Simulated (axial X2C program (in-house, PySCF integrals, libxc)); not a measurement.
## Potential curves of MoGe, with spin–orbit coupling

Calculated with an in-house relativistic program for diatomic molecules. Two-component (2c) means X2C with spin–orbit coupling and atomic mean-field two-electron Coulomb and Gaunt terms. Basis: Mo dyall-cv3z [11s12p9d5f3g], Ge dyall-cv3z [9s9p7d4f1g] (cores contracted in-house); Gaussian nuclei, density fitting, unrestricted open shells. Masses: Mo 97.905 u, Ge 73.921 u.

State: Ω = 3 (⟨Sz⟩ = 2.00, ⟨Lz⟩ = 1.00 at PBE0). Energies in cm⁻¹ from the lowest point of each curve. Fits are polynomials in 1 − R0/R over 0.85 to 1.23 times the lowest point R0.

```
 R (Å)  PBE0  r2SCAN
2.1463  4759    4338
2.2450  1859    1507
2.3190   697     443
2.3930   134       2
2.4670     0       0
2.5533   224     379
2.6397   727    1029
2.7507  1628    2099
2.8864  2935    3576
```

The state is one determinant whose occupation by symmetry is held fixed; it was picked as the lowest of a PBE0 search that is not exhaustive. Density functionals use the spin component along the axis (collinear). Other states lie close and PBE0, whose exact exchange favours high spin, may order them wrongly; the determinant shown need not be the ground state. The nearest other spin-free determinant of the search, M_S = 2, Λ = 0, lies 0.21 eV up at the distance of the search. Without a current term, density functionals place determinants with orbital angular momentum somewhat too high. With several unpaired electrons one determinant need not be a pure state. A state of lower Ω lies just above, and one determinant can place such states too high, so the state shown need not be the lowest. The search has Ω = 1 only 0.11 eV up. Open-shell Ω = 0 determinants with evenly filled partner blocks cannot be reached by this program, so the Ω shown need not be the lowest component. The determinant is spin-polarised beyond a pure state at some levels (its spin-free form has ⟨S²⟩ too high), which makes Re and μ there less reliable.

What are Re and ωe at the PBE0 level?

At PBE0, 2c: Re = 2.458 Å, ωe ≈ 215 cm⁻¹; Be follows as 0.0662 cm⁻¹.

Fit the r2SCAN curve near its minimum: give the equilibrium distance and the harmonic wavenumber.

At r2SCAN, 2c: Re = 2.429 Å, ωe ≈ 231 cm⁻¹; Be follows as 0.0678 cm⁻¹.
